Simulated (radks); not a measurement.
Values are calculated unless marked as measured or tabulated.
Valence configurations of Pm3+ (all share [Xe]). Level of theory: Dirac Kohn-Sham, PBE, spin-unpolarised, spherical densities, finite nucleus; open shells fill j = l - 1/2 first; Fermi nuclear charge, rms radius 4.962 fm (a radial shooting solver on a logarithmic mesh with Libxc functionals). Energies are relative to 4f4; eigenvalues in eV.

4f4: E (eV) 0.000; e(4f5/2) -31.800
4f3 6s1: E (eV) 13.858; e(4f5/2) -41.828; e(6s1/2) -23.952
4f2 5d2: E (eV) 24.899; e(4f5/2) -46.181; e(5d3/2) -28.100
4f2 5d1 6p1: E (eV) 35.020; e(4f5/2) -50.400; e(5d3/2) -31.026; e(6p1/2) -20.256
4f1 5d3: E (eV) 46.115; e(4f5/2) -54.311; e(5d3/2) -29.863
4f1 5d2 6p1: E (eV) 57.543; e(4f5/2) -58.667; e(5d3/2) -32.903; e(6p1/2) -20.762
4f1 5d1 6s2: E (eV) 59.717; e(4f5/2) -61.408; e(5d3/2) -34.553; e(6s1/2) -26.810
4f1 5d1 6p2: E (eV) 70.379; e(4f5/2) -63.076; e(5d3/2) -35.868; e(6p1/2) -22.333
4f1 6p3: E (eV) 85.607; e(4f5/2) -67.748; e(6p1/2) -23.885; e(6p3/2) -22.904
5d3 6p1: E (eV) 86.722; e(5d3/2) -34.748; e(6p1/2) -21.221

NIST lists [Xe] 4f4 as the ground configuration; this level of theory agrees among the configurations tried. The energies are those of spherical spin-averaged densities, not of single terms.
